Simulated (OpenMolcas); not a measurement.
Systems:
- [MnF6]2-, a model complex in vacuum: octahedral, Mn–F 1.84 Å; shape imposed, not necessarily the one it adopts

Method: state-averaged CASSCF on the open d shell with SC-NEVPT2, ANO basis sets as named, scalar-relativistic DKH2, RICD, in OpenMolcas. State energies are spin-free and vertical. Orbital splittings and repulsion parameters are fits to the integrals of the highest spin's CASSCF orbitals. Times are rough, from shared cores.

```
case                                      ground state  first state of the same spin (cm⁻¹)  first state of another spin (cm⁻¹)  d-orbital splitting (cm⁻¹)  Racah B (cm⁻¹)  basis functions  relative time
----------------------------------------  ------------  -----------------------------------  ----------------------------------  --------------------------  --------------  ---------------  -------------
ANO-RCC-VDZP                                      4A2g                           4T2g 26060                        2Eg(1) 14850                       19190            1075              118              1
ANO-RCC-VTZP on Mn and ANO-RCC-VDZ on F           4A2g                           4T2g 26240                        2Eg(1) 14240                       18870            1075              113              1
ANO-RCC-VTZP on Mn and ANO-RCC-VDZP on F          4A2g                           4T2g 25660                        2Eg(1) 14300                       18900            1086              143              2
ANO-RCC-VQZP on Mn and ANO-RCC-VDZP on F          4A2g                           4T2g 25400                        2Eg(1) 13910                       18740            1094              179              4
```

No ligand orbital and no second metal shell is active in the minimal space. All energies are vertical, at one fixed geometry that need not be a minimum. Anions stand alone here, with no counter-ions or solvent.
